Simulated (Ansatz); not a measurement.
Ansatz (a program for electronic structure) input (B2GP-PLYP/def2-TZVPD):

Ansatz 0.2 input:
```yaml
crystal:
  periodic: [false, false, false]
  atoms:
    - {symbol: Y, position_ang: [-0.00031408, -0.05391020, 0.02243749]}
    - {symbol: F, position_ang: [-1.84088475, -0.97428443, -0.02258811]}
    - {symbol: F, position_ang: [0.01105009, 1.89668693, -0.78940358]}
    - {symbol: F, position_ang: [1.83119567, -0.68879165, 0.71476255]}
basis:
  gaussian:
    orbitals: def2-TZVPD
hamiltonian:
  xc: {name: B2GP-PLYP}
magnetization: {spin_polarized: true, initial_magnetization: 2}
correlation: {electrons: outside_noble_gas}
```

Output:

```
Functional definition: B2GP-PLYP
integrals: 0.20 GiB planned
1130 factors; integrals over basis functions are off by at most 7.9e-4 eV
mean field: 0.89 GiB planned
mean field evaluation 1: about -9174.0876 eV, gradient 3.0e1 eV
mean field evaluation 2: about -9174.1285 eV, gradient 3.0e1 eV
mean field evaluation 4: about -9177.5559 eV, gradient 5.0e0 eV
mean field evaluation 8: about -9177.7495 eV, gradient 4.0e0 eV
mean field evaluation 16: about -9178.4707 eV, gradient 2.3e-2 eV
mean field evaluation 32: about -9178.4587 eV, gradient 9.6e-2 eV
mean field -9178.47067917 eV, -337.3025760687 hartree, gradient 2.5e-6 eV, S^2 2.003874; 6 other end points of the search recorded, 0 dependent functions left out
7 core orbitals not correlated, not the lowest: weight in the atoms' cores, before any rotation towards them, 0.639 or more for the frozen orbitals, at most 0.352 for the correlated occupied ones
reference -9178.47080292 eV, -337.3025806165 hartree; 13, 11 occupied and 140, 142 virtual orbitals, 1130 factors
second order -23.91128445 eV of doubles, -0.00000000 eV of singles
Total energy: -9187.07886533 eV, -337.6189210750 hartree
```

The spin state was set by rule; other spins were not relaxed.
